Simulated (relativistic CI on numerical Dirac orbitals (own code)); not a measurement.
# One change at a time: Sm XXIII

Base calculation: Dirac-Coulomb-Breit CI, orbitals from a KLI potential per configuration, model QED (radiative potential, 1s self-energy scaled to tabulated hydrogen-like ionisation energies), unscaled Slater integrals.

CI space (outside the closed core [Ar] 3d10): 4s2.4p6.4d4, 4s2.4p5.4d5, 4s2.4p6.4d3.4f, 4s.4p6.4d5, 4s2.4p6.4d3.5s, 4s.4p6.4d4.4f, 4s2.4p6.4d3.5p, 4s2.4p6.4d2.4f.5s, 4s2.4p6.4d3.5d, 4s2.4p6.4d2.5s.5p, 4s2.4p6.4d3.6s, 4p6.4d6, 4p5.4d7, 4s2.4p6.4d2.5s2, 4s2.4p6.4d.4f.5s2, 4s.4p6.4d2.4f.5s2, 4s2.4p6.4d.5s2.5p. Double excitations out of closed p, d and f shells are left out; levels of such configurations are missing from the list, as are those of other unlisted configurations, and high levels can miss mixing partners.

Variants: (1) one mean potential for all configurations. Shifts of the energy above 4s2.4p6.4d4 5D_0, in cm⁻¹, for the lowest level and the first level of each name with at least 55 % of one term (blank where a level changes its place among those of its configuration and J or its character, or is not in the variant):

```
            Level     Base  Δ(1)
 4s2.4p6.4d4 5D_0        0     0
 4s2.4p6.4d4 5D_1    29787    -2
 4s2.4p6.4d4 5D_2    49138    -2
 4s2.4p6.4d4 5D_3    60278    -3
 4s2.4p6.4d4 3G_3   101037    -4
 4s2.4p6.4d4 3H_5   109966    -4
 4s2.4p6.4d4 3P_1   112773    -5
 4s2.4p6.4d4 3H_6   117992    -5
 4s2.4p6.4d4 3G_4   126421    -5
 4s2.4p6.4d4 3G_5   164586    -7
 4s2.4p6.4d4 3D_1   165827    -6
 4s2.4p6.4d4 1I_6   169909    -7
 4s2.4p6.4d4 1S_0   184092    -7
 4s2.4p6.4d4 3P_0   232250    -6
4s2.4p5.4d5 7P°_4   895427  -202
4s2.4p5.4d5 5G°_6   971738  -210
4s2.4p5.4d5 5P°_1   971770  -212
4s2.4p5.4d5 5H°_7   991577  -214
4s2.4p5.4d5 5D°_0  1020084  -359
```

At this charge energies of transitions that change n are usually good to better than 1 %, and those within a shell (Δn = 0) to a few per cent. Terms inside the open d or f shell come out 10 to 20 % too wide with unscaled integrals.

Ionisation energy from the two ground configurations alone: base 702.242 eV. The NIST ASD value (theoretical) is 702 eV.

LS names give the leading component of a level, which can be under half, so a name can repeat, a term be missing and a line seem to break the LS rules.
